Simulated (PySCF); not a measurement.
# TDDFT excited states: [C3H2F3OS]+

Species: C₃H₂F₃OS (charge +1).
SMILES: `[O+]#CCSC(F)(F)F`

Computed with TDDFT PBE0/def2-SVPD, vertical, gas phase, core orbitals frozen in the response (PySCF). The structure is a single PBE0-D3(BJ)/def2-SVP conformer in the gas phase; no vibrational or solvent corrections. Torsions of this conformer, `[O+:1]#[C:2][CH2:3][S:4][C:5]([F:6])([F:7])[F:8]`: C2–C3–S4–C5 -81°, C3–S4–C5–F6 -66°.

```json
{"state": "S1", "E (eV)": "3.77", "λ (nm)": "329.0", "ν̃ (cm⁻¹)": "30400", "f": "0.026", "main configurations (H = HOMO, L = LUMO)": "H→L (97%)"}
{"state": "S2", "E (eV)": "4.04", "λ (nm)": "306.6", "ν̃ (cm⁻¹)": "32610", "f": "0.0007", "main configurations (H = HOMO, L = LUMO)": "H→L+1 (99%)"}
{"state": "S3", "E (eV)": "5.79", "λ (nm)": "214.2", "ν̃ (cm⁻¹)": "46690", "f": "0.0071", "main configurations (H = HOMO, L = LUMO)": "H-1→L (97%)"}
{"state": "S4", "E (eV)": "6.16", "λ (nm)": "201.3", "ν̃ (cm⁻¹)": "49690", "f": "0.0052", "main configurations (H = HOMO, L = LUMO)": "H-1→L+1 (50%), H→L+2 (47%)"}
{"state": "S5", "E (eV)": "6.18", "λ (nm)": "200.6", "ν̃ (cm⁻¹)": "49850", "f": "0.013", "main configurations (H = HOMO, L = LUMO)": "H-1→L+1 (48%), H→L+2 (46%)"}
{"state": "S6", "E (eV)": "7.41", "λ (nm)": "167.3", "ν̃ (cm⁻¹)": "59770", "f": "0.0071", "main configurations (H = HOMO, L = LUMO)": "H→L+3 (94%)"}
```

The lowest singlet comes at 329 nm (364 kJ/mol) in the ultraviolet; it is weak; its leading configuration is HOMO→LUMO (97%). The lowest level is also the most intense of those listed (f = 0.026). Löwdin shares by element: HOMO sulfur 72%, carbon 15% or more; LUMO carbon 48% or more, oxygen 29%, sulfur 18%. Weighted by f, the mean energy of these states is 5.19 eV. The oscillator strengths of these states sum to 0.060; summed over the whole spectrum of an exact calculation they would give the number of electrons, 70 (Thomas–Reiche–Kuhn). The listed states span 3.64 eV, and the widest gap between neighbours is 1.75 eV (S2 to S3). Only the lowest 6 singlets were computed, as vertical energies without vibronic structure.
